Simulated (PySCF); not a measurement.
# A search over the determinants of CsB⁺

Unrestricted PBE0; Cs def2-SVP with ECP46, B def2-SVP; scalar-relativistic core potentials (PySCF 2.14). Outer shells of the fragments: Cs+ closed shells only; B 2s2 2p1.

Followed along the bond (rough minima from three points):

```json
{"2Ms+1": "2", "unpaired": "σ ↑", "⟨S²⟩ at the start": "0.75", "R at minimum (Å)": "3.81", "Te (eV)": "0.00"}
{"2Ms+1": "2", "unpaired": "π ↑", "⟨S²⟩ at the start": "0.75", "R at minimum (Å)": "3.93", "Te (eV)": "0.23"}
{"2Ms+1": "4", "unpaired": "σ ↑↑, π ↑", "⟨S²⟩ at the start": "3.75", "R at minimum (Å)": "3.97", "Te (eV)": "3.18"}
```

Solutions found at the starting distance of 3.120 Å, counted from the lowest of them; the search is not exhaustive and high or unbound solutions are not listed, so other states can lie among these:

```csv
2Ms+1,unpaired,term,E (eV),⟨S²⟩,⟨Lz²⟩,μ (D)
2,σ ↑,²Σ⁺,0.00,0.75,0.00,0.23
2,π ↑,²Π,0.10,0.75,1.00,-0.04
4,"σ ↑↑, π ↑",⁴Π,3.14,3.75,1.00,-0.44
4,"σ ↑, π ↑↑",⁴Σ⁻,3.22,3.75,0.00,-0.43
2,δ ↑,²Δ,7.41,0.75,4.00,12.23
4,σ ↑↑↑,⁴Σ⁺,9.26,3.75,0.00,9.09
```

A term symbol is given only where ⟨S²⟩ and ⟨Lz²⟩ are close to those of a pure state; real π, δ and φ orbitals otherwise mix terms. A positive dipole points towards B; it is taken about the centre of mass and depends on that origin.

Compare the gap between the two lowest followed solutions at the starting distance with the gap between their minima.

At PBE0 the second solution (doublet, unpaired electrons π ↑) lies +0.10 eV from the first (doublet, unpaired electrons σ ↑) at 3.120 Å and +0.23 eV at the minima; the two curves relax by different amounts, since their minima lie near 3.93 and 3.81 Å.

Spin–orbit coupling is left out. Counting both spins, an empty level lies below a filled one in some of these solutions, because spin and occupation are held.
